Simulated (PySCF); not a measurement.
Be(Me)(OSiH3) (CH6BeOSi), SMILES [O]([SiH3])[Be][CH3].

Coordinates come from a PBE0-D3(BJ)/def2-SVP optimisation. One conformer was computed; it need not be the lowest.

Calculation: HF/def2-TZVPD in PySCF.

Isolated molecule, no solvent.

```
Property                                                                                                       Result
---------------------------------------------------------------------------------------------  ----------------------
total energy                                                                                       -419.97658 hartree
point group                                                                                                        C3
highest occupied level                                                                                      -11.96 eV
lowest empty level                                                                                            1.16 eV
orbital gap                                                                                                  13.12 eV
dipole moment                                                                                                  0.31 D
quadrupole, principal values (traceless, Buckingham form, about the centre of nuclear charge)   -3.81, 1.91, 1.91 D·Å
mean static polarisability                                                                       53.1 bohr³ (7.87 Å³)
polarisability, principal values                                                               49.3, 49.3, 60.7 bohr³
```
